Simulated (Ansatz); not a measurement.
Basis-set extrapolation for C$_{3}$H$_{10}$OSi, SMILES `CCC[SiH2]O` (PBE0-D4/def2-TZVP geometry, frozen core, the Gaussian-basis code of Ansatz). Multiplicity 1, RHF reference.

|  | def2-TZVPP | def2-QZVPP |
| --- | --- | --- |
| HF | -483.366447 | -483.385192 |
| MP2 correlation | -0.900378 | -0.962808 |
| CCSD(T) correlation | -0.989746 | not run |

Energies in hartree. Use E(X) = E(∞) + A·exp(−7.88·√X) for Hartree–Fock and E(X) = E(∞) + B·X^(−2.97) for correlation, with X = 3 and 4, and add CCSD(T) minus MP2 of the smaller set to the MP2 limit.

Q: What is the CCSD(T) energy at the basis-set limit?

A: HF limit: -483.385192 + (-0.018745) × 0.13774 = -483.38777. MP2 limit: -0.962808 + (-0.062430) × 0.74074 = -1.00905. Higher-order term: -0.989746 − (-0.900378) = -0.08937. Total: -484.48619 hartree, 3.54 eV below CCSD(T)/def2-TZVPP.
